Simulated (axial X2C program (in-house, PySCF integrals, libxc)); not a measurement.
**Spin–orbit effects down a group: molecules with P (ions), PBE0**

Computed with an in-house all-electron X2C program for linear molecules (integrals from PySCF), spin-free (one-electron X2C) or two-component (2c: spin–orbit coupling with atomic mean-field Coulomb and Gaunt terms, which also bring small scalar terms), in Dyall basis sets with cores contracted in-house; open shells are unrestricted.

Basis sets: O dyall-av3z, P dyall-av3z, S dyall-av3z, Se dyall-acv3z.

```
molecule  spin-free state  Re (Å)  ωe (cm⁻¹)  De (eV)  2c state  Re 2c (Å)  ωe 2c (cm⁻¹)  De 2c (eV)
     PO⁻   M_S = 1, Λ = 0   1.543     1058.8     5.74     Ω = 1      1.543        1058.8        5.75
     PS⁻   M_S = 1, Λ = 0   2.004      619.7     4.02     Ω = 1      2.004         619.5        4.02
    PSe⁻   M_S = 1, Λ = 0   2.143      473.9     3.57     Ω = 1      2.143         472.9        3.54
```

Fragments in 2c: P + O-, S- + P, Se- + P. Each entry is the lowest single determinant of a limited PBE0 search at one distance. De goes to single-determinant-based atoms at the same level (for ions the charge split of lowest energy) and is withheld (n/a) where an atom does not fit its ground term or J level. Main or longest-lived isotopes. One determinant is a doubtful description, or other states lie close, for PO⁻, PS⁻, PSe⁻; these need not be ground states, and all values refer to the states named. Some open-shell Ω = 0 determinants are out of reach, so the Ω given for PO⁻, PS⁻, PSe⁻ need not be the lowest component. With several unpaired electrons the Ω given is that of one determinant, not necessarily of the lowest component. Some light 2c atoms are not at their ground J level, so De misses part of their lowering (0.04 eV or less). The functionals have no current term, which raises determinants with orbital currents.
